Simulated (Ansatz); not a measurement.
C3H7Al can be A, `C=[C](C)[AlH2]`, or B, `C1[CH2][AlH][CH2]1`.

Program: Ansatz. Geometries: PBE0-D4/def2-TZVP. ΔE: electronic, gas phase. CCSD(T)/CBS adds triple-zeta CCSD(T) − MP2 to the extrapolated MP2 energy (def2 sets, frozen cores). DFT in def2-TZVPP. B3LYP here is the variant with VWN-RPA as its local correlation; programs differ in this.

A:

```xyz
11

C    -0.388   -1.433   -0.012
C     0.001   -0.153    0.022
C     1.288    0.241    0.685
Al   -1.221    1.095   -0.839
H    -1.315   -1.743   -0.487
H     0.205   -2.233    0.435
H     1.962    0.737   -0.020
H     1.114    0.960    1.492
H     1.814   -0.621    1.107
H    -2.536    0.492   -1.495
H    -0.924    2.657   -0.888
```

B:

```xyz
11

C    -0.468    0.494   -0.611
C     0.494   -0.693   -0.920
Al    0.474   -0.986    1.013
C    -0.331    0.793    0.912
H    -1.496    0.184   -0.823
H    -0.269    1.372   -1.234
H     0.130   -1.401   -1.665
H     1.469   -0.332   -1.265
H     0.846   -2.104    2.087
H    -1.255    1.091    1.410
H     0.406    1.582    1.096
```

(1) Which is lower in electronic energy at CCSD(T)/CBS, and by how much? (Best estimate.)

(2) Give E(B) − E(A) in kcal/mol with CCSD/def2-TZVPP, r2SCAN-D4, BLYP-D4, CCSD(T)/def2-SVP, CCSD(T)/def2-TZVPP, PBE0-D4, B3LYP. (Best estimate.)

(3) Does the order hold for the free energy at 298.15 K (harmonic terms from PBE0-D4)? (An estimate is asked.)

Largest T1 diagnostic: 0.010.

Answers

(1) Ansatz gave: B, by 2.4 kcal/mol.

(2) Ansatz gave: CCSD/def2-TZVPP -1.9, r2SCAN-D4 -4.3, BLYP-D4 1.6, CCSD(T)/def2-SVP 0.3, CCSD(T)/def2-TZVPP -2.1, PBE0-D4 -6.2, B3LYP 0.1. The order is the other way round with BLYP-D4, CCSD(T)/def2-SVP.

(3) The calculation gave: No: G(B) − G(A) = +1.0 kcal/mol.

From BLYP to BHLYP (50 % exact exchange), in def2-TZVPP and without D4, E(B) − E(A) moves by −2.2 kcal/mol. At CCSD(T), def2-SVP lies +2.7 kcal/mol from the extrapolated value and def2-TZVPP +0.3 kcal/mol.
